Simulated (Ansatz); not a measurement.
Z-matrix (Å, degrees):
```
C
B 1 1.573
Br 1 1.953 2 114.8
H 1 1.091 2 111.5 3 -120.2
H 1 1.091 2 111.5 3 120.2
N 2 1.380 1 122.7 3 0.0
H 2 1.200 1 117.7 3 -180.0
H 6 1.009 2 121.6 1 0.1
H 6 1.005 2 123.6 1 -179.9
```

Total charge 0; spin multiplicity 1.

(1) List the ωB97M-V/def2-TZVPP orbital energies in eV (the Gaussian-basis code of Ansatz). (Best estimate.)

## Answers

(1) Ansatz gave: Occupied: -13156.45, -1708.77, -1536.99, -1536.90, -1536.90, -394.75, -282.31, -241.62, -187.60, -181.37, -181.08, -181.07, -74.72, -74.64, -74.64, -74.41, -74.41, -27.27, -24.99, -21.28, -17.27, -17.13, -14.80, -13.97, -13.18, -11.62, -11.16, -10.10, -10.00. Lowest empty: 2.07, 2.20, 2.24, 3.16, 3.30, 3.84, 4.74, 4.86.
